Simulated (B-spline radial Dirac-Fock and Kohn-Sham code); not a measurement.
**X-ray lines that fill the L3 vacancy in Fe⁺**

System: iron as Fe⁺ in the configuration [Ar] 3d6 4s1.

Method: independent-particle radiative and Coulomb Auger rates from relativistic LDA hole-state orbitals, with Dirac-Fock energies. Computed with a radial atomic solver.

```
line  multipole  energy (eV)  width (meV)  share (%)
  Lℓ         E1            –        0.176       7.92
 Lα2         E1        710.7        0.205       9.23
 Lα1         E1        710.8         1.83       82.4
 Lβ6         E1        716.9      0.00997      0.449
```

The listed lines hold 100.0 % of the radiative rate. A dash stands for an energy that rests on an unreliable hole state. The radiative width is 0.00222 eV in the length form and 0.00232 eV in the velocity form; the two differ because the transition energies are not eigenvalue differences of the potential that gave the orbitals.
